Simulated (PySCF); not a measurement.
O2W, SMILES [O]=[W]=[O], multiplicity 1.

Geometry optimised at PBE0-D3(BJ)/def2-TZVP. The spin state was assumed, not searched. The def2 effective core potentials stand for the cores of W; spin–orbit coupling is left out.

Computed with PBE/def2-TZVPD (PySCF).

Estimate the frontier levels, gap, dipole moment and polarisability. (An estimate is asked for; the answer gives what the named calculation found.)


```yaml
highest_occupied_level: -5.58 eV
lowest_empty_level: -4.45 eV
orbital_gap: 1.13 eV
dipole_moment: 3.01 D
quadrupole, principal values (traceless, Buckingham form, about the centre of nuclear charge): -2.20, -0.47, 2.67 D·Å
mean_static_polarisability: 62.6 bohr³ (9.28 Å³)
polarisability_principal_values: 58.3, 63.4, 66.2 bohr³
```
